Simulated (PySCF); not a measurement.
InHI2, SMILES [InH]([I])[I].

Geometry optimised at r2SCAN-D4/def2-SVP. The def2 effective core potentials stand for the cores of I, In; spin–orbit coupling is left out.

Level of theory: r2SCAN/def2-TZVPD run with PySCF.

Symmetry labels are those of the subgroup C2v that the program uses (full group C2v).

**Question.** List the valence orbital energies around the gap with their symmetry. (Estimate from the structure and the level; the computed values follow.)

**Answer.** 
```
orbital  symmetry  energy (eV)
-------  --------  -----------
HOMO−7         B2       -17.65
HOMO−6         A1       -11.32
HOMO−5         A1        -8.53
HOMO−4         B2        -8.20
HOMO−3         B1        -7.32
HOMO−2         A2        -6.99
HOMO−1         A1        -6.95
HOMO           B2        -6.81
LUMO           A1        -2.83
LUMO+1         B1        -2.65
LUMO+2         B2        -0.43
LUMO+3         A1         0.09
```
